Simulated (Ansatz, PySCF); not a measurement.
F2, triplet, at the geometry of the source list (a higher spin typed on purpose: for a closed-shell molecule this is an excited state) (in this run its highest filled SCF level lies above zero, so its values depend strongly on the basis, on diffuse functions most of all), atoms displaced at random by about 0.08 Å a coordinate. Base run: PBE/STO-3G, gradient in PySCF.

Here is a job for PySCF.
```python
from pyscf import gto, scf, dft

mol = gto.Mole()
mol.atom = '''
    F     0.78001245   -0.01854382   -0.03395501
    F    -0.66145053   -0.02171829   -0.03398550
'''
mol.basis = 'sto-3g'
mol.spin = 2
mol.verbose = 4
mol.build()

mf = dft.UKS(mol)
mf.xc = 'pbe'
mf.kernel()
g = mf.nuc_grad_method()
grad = g.kernel()
```

Programs used: Ansatz (an electronic-structure program), PySCF; a row that names a program was run with it.

The coordinate followed is z of atom 2.

Each row names what was changed in the base input (with any setting that the change needs).

```
change                                                  dE/dx (Eh/bohr)  net force (Eh/bohr)        outcome
------------------------------------------------------  ---------------  -------------------  -------------
base                                                           0.000004             0.000000      converged
finite difference step (bohr) = 0.05; conv_tol = 1e-11         0.000004                    -      converged
density fitting = on                                           0.000004             0.000000      converged
grids.level = 1; grid_response = on                            0.000004             0.000000      converged
finite difference step (bohr) = 1e-3; conv_tol = 1e-11                -                    -  not converged
density fitting = on; auxbasis_response = off                  0.000004             0.000000      converged
grids.level = 5; grid_response = off                           0.000004             0.000000      converged
finite difference step (bohr) = 1e-5; conv_tol = 1e-11         0.000004                    -      converged
grids.level = 1; grid_response = off                           0.000004             0.000000      converged
conv_tol = 1e-4                                                0.000004             0.000000      converged
code = ansatz                                                  0.000004             0.000000      converged
finite difference step (bohr) = 0.01; conv_tol = 1e-11         0.000004                    -      converged
```

The net force is zero for an exact gradient.

Open shells are given as the SCF converged; they aren't shown to be the lowest states, and a large step between rows can be another state.
